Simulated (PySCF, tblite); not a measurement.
Parent: `[CH2:1]=[C:2]([CH3:3])[PH:4][c:5]1[cH:6][cH:7][cH:8][s:9]1` with C1–C2–P4–C5 112°, C2–P4–C5–C6 117°, C7H9PS.

Structures optimised with GFN2-xTB, isolated species. One conformer each, not checked by frequencies here.

| coordinate of the parent | value |
| --- | --- |
| C1=C2 | 1.325 Å |
| C2–C3 | 1.497 Å |
| C2–P4 | 1.839 Å |
| P4–C5 | 1.817 Å |
| C5–C6 | 1.365 Å |
| C6–C7 | 1.411 Å |
| C7–C8 | 1.358 Å |
| C8–S9 | 1.716 Å |
| C5–S9 | 1.741 Å |
| C1–C2–C3 | 123.7° |
| C1–C2–P4 | 122.0° |
| C3–C2–P4 | 114.2° |
| C2–P4–C5 | 97.7° |
| P4–C5–C6 | 126.3° |
| P4–C5–S9 | 122.9° |
| C6–C5–S9 | 110.9° |
| C5–C6–C7 | 113.2° |
| C6–C7–C8 | 112.5° |
| C7–C8–S9 | 112.4° |
| C5–S9–C8 | 91.1° |

Task: How does the shared frame change in `[CH2:1]=[C:2]([CH3:3])[P@@H:4](=[O:5])[c:6]1[cH:7][cH:8][cH:9][s:10]1` with C1–C2–P4–O5 -16°, C2–P4–C6–C7 -120°, C7H9OPS? Atoms pair as C1 = C1, C2 = C2, C3 = C3, P4 = P4, C5 = C6, C6 = C7, C7 = C8, C8 = C9, S9 = S10 (parent first).

Result: 
```json
{"parent": "C1=C2", "relative": "C1=C2", "value in the relative": "1.325 Å", "change": "0.000"}
{"parent": "C2–C3", "relative": "C2–C3", "value in the relative": "1.491 Å", "change": "-0.006"}
{"parent": "C2–P4", "relative": "C2–P4", "value in the relative": "1.819 Å", "change": "-0.020"}
{"parent": "P4–C5", "relative": "P4–C6", "value in the relative": "1.797 Å", "change": "-0.020"}
{"parent": "C5–C6", "relative": "C6–C7", "value in the relative": "1.365 Å", "change": "0.000"}
{"parent": "C6–C7", "relative": "C7–C8", "value in the relative": "1.409 Å", "change": "-0.002"}
{"parent": "C7–C8", "relative": "C8–C9", "value in the relative": "1.359 Å", "change": "+0.001"}
{"parent": "C8–S9", "relative": "C9–S10", "value in the relative": "1.716 Å", "change": "0.000"}
{"parent": "C5–S9", "relative": "C6–S10", "value in the relative": "1.732 Å", "change": "-0.009"}
{"parent": "C1–C2–C3", "relative": "C1–C2–C3", "value in the relative": "126.0°", "change": "+2.3"}
{"parent": "C1–C2–P4", "relative": "C1–C2–P4", "value in the relative": "116.2°", "change": "-5.8"}
{"parent": "C3–C2–P4", "relative": "C3–C2–P4", "value in the relative": "117.8°", "change": "+3.6"}
{"parent": "C2–P4–C5", "relative": "C2–P4–C6", "value in the relative": "106.9°", "change": "+9.2"}
{"parent": "P4–C5–C6", "relative": "P4–C6–C7", "value in the relative": "123.7°", "change": "-2.6"}
{"parent": "P4–C5–S9", "relative": "P4–C6–S10", "value in the relative": "125.0°", "change": "+2.1"}
{"parent": "C6–C5–S9", "relative": "C7–C6–S10", "value in the relative": "111.3°", "change": "+0.4"}
{"parent": "C5–C6–C7", "relative": "C6–C7–C8", "value in the relative": "112.9°", "change": "-0.3"}
{"parent": "C6–C7–C8", "relative": "C7–C8–C9", "value in the relative": "112.5°", "change": "0.0"}
{"parent": "C7–C8–S9", "relative": "C8–C9–S10", "value in the relative": "112.3°", "change": "-0.1"}
{"parent": "C5–S9–C8", "relative": "C6–S10–C9", "value in the relative": "91.0°", "change": "-0.1"}
```

Of the parent's bonds, C2–P4 and P4–C5 change most and about equally (-0.020 Å). Bonds of the relative outside the shared frame: P4=O5 1.461 Å. Point group C1 → C1.

The numbers are calculated, not measured.
